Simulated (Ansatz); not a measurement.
CH$_{4}$ClIn, singlet: at a first-order saddle point.

Input (in.yaml):

```yaml
crystal:
  periodic: [false, false, false]
  atoms:
    - {symbol: In, position_ang: [-0.910145, -0.442850, -0.495256]}
    - {symbol: Cl, position_ang: [0.447233, -2.841546, -0.476325]}
    - {symbol: H, position_ang: [-1.067474, -2.157992, -0.965291]}
    - {symbol: C, position_ang: [0.230384, 1.162110, 0.371361]}
    - {symbol: H, position_ang: [0.426797, 0.929899, 1.420116]}
    - {symbol: H, position_ang: [1.182777, 1.243824, -0.155849]}
    - {symbol: H, position_ang: [-0.309473, 2.106556, 0.301344]}
basis:
  gaussian: {orbitals: def2-TZVPP}
hamiltonian: {xc: {name: CAM-B3LYP}, dispersion: d4}
```

Command:

```bash
ansatz run in.yaml --threads 2 --pin off --events-out ev --progress --plain --max-ram 4352MiB
```

Output of Ansatz 0.2.0:

```
Functional definition: CAM-B3LYP
  name "CAM-B3LYP"
  cite "Yanai, Tew & Handy, Chem. Phys. Lett. 393, 51 (2004) doi:10.1016/j.cplett.2004.06.011"
  cite "Iikura, Tsuneda, Yanai & Hirao, J. Chem. Phys. 115, 3540 (2001) doi:10.1063/1.1383587"
  cite "Becke, Phys. Rev. A 38, 3098 (1988) doi:10.1103/PhysRevA.38.3098"
  cite "Lee, Yang & Parr, Phys. Rev. B 37, 785 (1988) doi:10.1103/PhysRevB.37.785"
  cite "Vosko, Wilk & Nusair, Can. J. Phys. 58, 1200 (1980) doi:10.1139/p80-159"
  parameter alpha = 0.19
  parameter beta = 0.46
  parameter omega = 0.33/bohr
  parameter ac = 0.81
  # Exact exchange under (alpha + beta erf(omega r))/r, Becke's under what is left of 1/r.
  exchange = (1 - alpha - beta)*b88_x + beta*b88_x_sr(omega) + alpha*exact_x + beta*exact_x_lr(omega)
  correlation = (1 - ac)*vwn5_c + ac*lyp_c
1194 factors; their error is unknown
286 factors; integrals over basis functions are off by at most 1.7e-5 eV
mean field evaluation 1: about -18791.8345 eV, gradient 5.1e1 eV
mean field evaluation 2: about -18790.3248 eV, gradient 5.5e1 eV
mean field evaluation 4: about -18797.9417 eV, gradient 2.3e0 eV
mean field evaluation 8: about -18797.9524 eV, gradient 6.0e-2 eV
mean field evaluation 16: about -18798.0038 eV, gradient 1.4e-4 eV
mean field -18798.00384603 eV, -690.8138995971 hartree, gradient 2.9e-5 eV, S^2 0.000000; 0 other end points of the search recorded, 0 dependent functions left out
reference -18798.00397558 eV, -690.8139043577 hartree; 24, 24 occupied and 155, 155 virtual orbitals, 1194 factors
Total energy: -18798.10710081 eV, -690.8176941403 hartree
```

The lines “mean field evaluation” count trial sets of orbitals through the whole run, from several starts and some on an approximate energy, so they need not fall steadily or lie above the final value.

The run took about 2.3 s on 2 CPU threads of an Intel Xeon 6975P-C (shared host).
